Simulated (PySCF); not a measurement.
Excitations are Tamm–Dancoff values on a coarser integration grid.

Z-matrix (Å, degrees):
```
O
Si 1 1.6539
Si 1 1.6539 2 141.01
H 3 1.4912 1 107.71 2 177.08
H 2 1.4913 1 107.73 3 172.69
H 2 1.4959 5 109.83 1 -119.99
H 3 1.4961 4 109.86 1 -120.01
H 3 1.4965 4 109.79 7 -119.82
H 2 1.4966 5 109.81 6 -119.83
```
Charge 0, spin multiplicity 1.

Problem. What is the computed dipole moment, T1 excitation (TDA), total energy, LUMO, HOMO, HOMO–LUMO gap, S1 excitation (TDA) and S1–T1 gap (TDA) (PySCF with PBE-D3(BJ)/def2-TZVPD)?

Solution. 
```
Quantity                   Result
-------------------  ------------
dipole moment              0.33 D
T1 excitation (TDA)       5.86 eV
total energy         -657.5431 Ha
LUMO                     -1.30 eV
HOMO                     -7.33 eV
HOMO–LUMO gap             6.03 eV
S1 excitation (TDA)       6.11 eV
S1–T1 gap (TDA)           0.25 eV
```
